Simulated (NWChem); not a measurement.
A series in which one site is exchanged, each optimised at PBE0/def2-SVP with NWChem, gas phase unless a solvent is named. All stand in one matching conformer (torsions within 35°), which need not be the lowest. For some, no frequency run checked for a minimum. def2 effective core potentials on Sr, Cd; no spin-orbit coupling.

A: [F][Be][SH] (BeHSF; site = Be)
B: [F][Mg][SH] (MgHSF; site = Mg)
C: [F][Sr][SH] (SrHSF; site = Sr)
D: [F][Cd][SH] (CdHSF; site = Cd)

Values for A:

```
Property                                              Result
----------------------------------------------------  ------
dipole (D), PBE0/def2-SVP                               1.17
orbital gap (eV), PBE0/def2-SVP                         7.42
static polarisability, B3LYP/def2-SVPD (bohr³)          36.0
lowest singlet excitation, B3LYP/def2-SVPD, TDA (eV)    5.74
```

Task: How do these values change for the other members?

Result: 
```json
[
 {"change from A": "dipole (D), PBE0/def2-SVP", "B": "-0.06", "C": "+5.47", "D": "+0.43"},
 {"change from A": "orbital gap (eV), PBE0/def2-SVP", "B": "-1.68", "C": "-3.41", "D": "-1.63"},
 {"change from A": "static polarisability, B3LYP/def2-SVPD (bohr³)", "B": "+9.0", "C": "+23.1", "D": "+15.8"},
 {"change from A": "lowest singlet excitation, B3LYP/def2-SVPD, TDA (eV)", "B": "-1.50", "C": "-2.90", "D": "-1.61"}
]
```
